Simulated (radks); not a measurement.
The numbers below are computed, except where a source is named.
Problem. Ionisation of the cobalt ion Co+, [Ar] 3d8, to Co2+, [Ar] 3d7, under several functionals. Scalar-relativistic Kohn-Sham, spin-polarised, spherical densities, finite nucleus; open shells are filled with parallel spins first; a radial shooting solver on a logarithmic mesh with Libxc functionals. Known Delta-SCF values: PW91 18.076 eV; BP86 18.113 eV. What does XLYP give, and what is its highest occupied eigenvalue?

Solution. 18.096 eV by Delta-SCF; the 3d eigenvalue is -11.371 eV. NIST: 17.084 eV (measured).
